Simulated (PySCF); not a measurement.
Compound: C₅H₄BrO (charge +1).
SMILES with atom numbers: `[Br:1][c:2]1[cH:3][cH:4][o+:5][cH:6][cH:7]1` (hydrogens: H8 on C3; H9 on C4; H10 on C6; H11 on C7)
Bond orders are those of one Lewis drawing.

Computed by this run: PBE0/def2-SVP geometry optimisation, gas phase in PySCF 2.14.0; density fitting, grid level 1; the optimiser is geomeTRIC in internal coordinates, started from a GFN2-xTB structure.

Step 3: E = -77305.1474 eV
```
atom  x, y, z in Å  |  force x, y, z in eV/Å
Br1    -2.1539   -1.6592   -1.1692    0.019  -0.096  -0.028
C2     -0.8103   -0.6367   -0.4517   -0.140  -0.015   0.005
C3     -1.0522    0.7187   -0.1576    0.176  -0.005   0.046
C4     -0.0224    1.4474    0.3761   -0.001   0.032   0.025
O5      1.1608    0.9070    0.6126    0.034   0.032   0.039
C6      1.4145   -0.3652    0.3584   -0.110   0.032  -0.013
C7      0.4571   -1.1865   -0.1758   -0.021  -0.001  -0.017
H8     -2.0208    1.1888   -0.3367    0.004   0.002  -0.017
H9     -0.0740    2.5023    0.6547    0.030   0.009  -0.007
H10     2.4319   -0.6627    0.6219    0.010   0.024  -0.009
H11     0.6873   -2.2351   -0.3708   -0.003  -0.012  -0.023
```

Step 4: E = -77305.1471 eV
```
atom  x, y, z in Å  |  force x, y, z in eV/Å
Br1    -2.1513   -1.6918   -1.1489   -0.015   0.056  -0.004
C2     -0.8197   -0.6411   -0.4479    0.085   0.015  -0.001
C3     -1.0387    0.7202   -0.1596   -0.215   0.093  -0.023
C4     -0.0192    1.4571    0.3837   -0.004  -0.219  -0.062
O5      1.1572    0.9072    0.6276    0.055   0.017   0.037
C6      1.4023   -0.3632    0.3589    0.090  -0.010   0.023
C7      0.4512   -1.1861   -0.1845   -0.007   0.049   0.033
H8     -2.0013    1.1966   -0.3536   -0.023   0.003   0.006
H9     -0.0703    2.5125    0.6609    0.013  -0.005  -0.014
H10     2.4198   -0.6622    0.6203    0.010   0.004  -0.011
H11     0.6879   -2.2305   -0.3951    0.011  -0.003   0.015
```

Step 5: E = -77305.1490 eV
```
atom  x, y, z in Å  |  force x, y, z in eV/Å
Br1    -2.1458   -1.6914   -1.1610   -0.004   0.046   0.010
C2     -0.8231   -0.6381   -0.4463    0.055   0.014  -0.008
C3     -1.0505    0.7220   -0.1576    0.018  -0.073   0.000
C4     -0.0193    1.4456    0.3814   -0.014   0.123   0.023
O5      1.1617    0.9064    0.6271   -0.040  -0.007  -0.011
C6      1.4096   -0.3636    0.3620   -0.052  -0.020  -0.029
C7      0.4495   -1.1790   -0.1777    0.048  -0.086   0.005
H8     -2.0125    1.2013   -0.3489    0.006   0.007   0.011
H9     -0.0645    2.5025    0.6535   -0.013   0.005  -0.004
H10     2.4288   -0.6627    0.6169   -0.004  -0.005  -0.004
H11     0.6843   -2.2242   -0.3874    0.000  -0.005   0.006
```

**Question.** Estimate the geometry and energy of step 6. (The exact step hangs on the optimiser's Hessian estimate; all steps are aligned on step 5, rigid shifts and turns removed.)

**Answer.** E = -77305.1498 eV, largest force 0.089 eV/Å
```
atom  x, y, z in Å  |  force x, y, z in eV/Å
Br1    -2.1522   -1.6702   -1.1655    0.007  -0.040  -0.010
C2     -0.8150   -0.6394   -0.4467   -0.064  -0.018  -0.017
C3     -1.0491    0.7188   -0.1557    0.073  -0.002   0.021
C4     -0.0214    1.4487    0.3808   -0.015   0.033   0.005
O5      1.1595    0.9073    0.6233   -0.019  -0.025  -0.017
C6      1.4075   -0.3639    0.3604    0.059  -0.025   0.014
C7      0.4542   -1.1885   -0.1764   -0.045   0.077   0.003
H8     -2.0140    1.1935   -0.3443    0.004  -0.006  -0.002
H9     -0.0688    2.5059    0.6514    0.002   0.001   0.003
H10     2.4277   -0.6587    0.6160    0.002  -0.002   0.001
H11     0.6896   -2.2346   -0.3814   -0.004   0.007  -0.001
```

The energy changes by -0.0008 eV. The first-order estimate −F·Δx gives -0.0035 eV and the mean of the old and new forces, exact on a quadratic surface, -0.0007 eV. The step makes an angle of 59° with the force vector and moves no atom by more than 0.023 Å.

The cost below is that of the whole optimisation. On one thread of an Intel Xeon 6975P-C, no GPU, on a shared host, this took 38 s and 0.58 GiB of memory at its peak.
